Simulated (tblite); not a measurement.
Compound: C8H11 (doublet state).
Numbering: `[CH2:1]=[CH:2][C@@:3]12[CH2:4][CH:5][CH2:6][C@@H:7]1[CH2:8]2` (hydrogens: H9, H10 on C1; H11 on C2; H12, H13 on C4; H14 on C5; H15, H16 on C6; H17 on C7; H18, H19 on C8)
Bond orders are those of one Lewis drawing.

Computed with GFN2-xTB (tblite), gas phase: L-BFGS steps from a force-field or distance-geometry start until the largest atomic force falls under 0.01 eV/Å.

Geometry at step 3:
```
atom  x, y, z in Å
C1      2.7277    0.6298   -0.4843
C2      1.5483    0.1686   -0.8687
C3      0.3472    0.0653   -0.0086
C4     -0.6073    1.2635    0.0579
C5     -1.9765    0.6970    0.0516
C6     -1.9628   -0.7797   -0.0406
C7     -0.5000   -1.1740   -0.0517
C8      0.3568   -0.8969    1.1538
H9      2.9034    0.9903    0.5150
H10     3.5539    0.6646   -1.1720
H11     1.4154   -0.1896   -1.8825
H12    -0.4272    1.8592    0.9592
H13    -0.4606    1.9257   -0.8111
H14    -2.8755    1.2901    0.0691
H15    -2.4952   -1.2427    0.7973
H16    -2.4413   -1.1229   -0.9705
H17    -0.2416   -1.9979   -0.6983
H18    -0.1104   -0.6203    2.0866
H19     1.2361   -1.5208    1.2904
```

**Question.** Give the atomic forces at this geometry.

**Answer.** 
| atom | Fx (eV/Å) | Fy (eV/Å) | Fz (eV/Å) |
| --- | --- | --- | --- |
| C1 | -0.228 | -0.056 | -0.081 |
| C2 | 0.184 | 0.108 | 0.014 |
| C3 | -0.083 | -0.056 | -0.057 |
| C4 | 0.129 | 0.046 | 0.010 |
| C5 | 0.160 | -0.105 | 0.115 |
| C6 | -0.061 | -0.116 | 0.010 |
| C7 | -0.052 | -0.030 | -0.081 |
| C8 | -0.165 | 0.080 | -0.083 |
| H9 | -0.001 | -0.011 | 0.010 |
| H10 | 0.093 | 0.041 | 0.037 |
| H11 | 0.013 | 0.050 | -0.062 |
| H12 | 0.073 | 0.150 | -0.005 |
| H13 | 0.136 | -0.017 | 0.146 |
| H14 | 0.163 | -0.077 | 0.012 |
| H15 | -0.150 | -0.087 | -0.005 |
| H16 | -0.082 | -0.057 | 0.122 |
| H17 | 0.114 | -0.128 | 0.028 |
| H18 | -0.110 | 0.084 | -0.032 |
| H19 | -0.132 | 0.181 | -0.099 |

The largest, 0.25 eV/Å, acts on C1 (H19 within 3 % of it); the rms over all components is 0.097 eV/Å. The forces sum to zero within rounding, as they must for an isolated molecule in no field.

**Question.** Give the force on C1 in Eh/bohr and in nN.

**Answer.** 0.248 eV/Å ÷ 51.422 = 0.00483 Eh/bohr, and 0.248 eV/Å × 1.602 = 0.40 nN.

**Question.** How far is this geometry from the end of the optimisation?

**Answer.** 0.157 eV above it, and 0.820 Å rms away after alignment. The bonds farthest from their final lengths, with half the difference of the two atoms' forces along the bond (positive lengthens):

| bond | now (Å) | final (Å) | force along bond (eV/Å) |
| --- | --- | --- | --- |
| C3–C7 | 1.502 | 1.518 | -0.02 |
| C3–C4 | 1.533 | 1.521 | -0.02 |
| C7–C8 | 1.505 | 1.493 | -0.02 |
| C2–C3 | 1.481 | 1.471 | +0.09 |
| C8–H19 | 1.087 | 1.079 | -0.02 |
| C5–H14 | 1.077 | 1.073 | +0.01 |

The angle farthest from its final value is C4–C3–C8, 118.0° against 114.0°.

Of the 4 listed bonds off by 0.010 Å or more, this force points towards the final length in 2.

The cost below is that of the whole relaxation. Hardware: one thread of an Arm Neoverse V1, no GPU, on a shared host. Cost: 0.97 s.
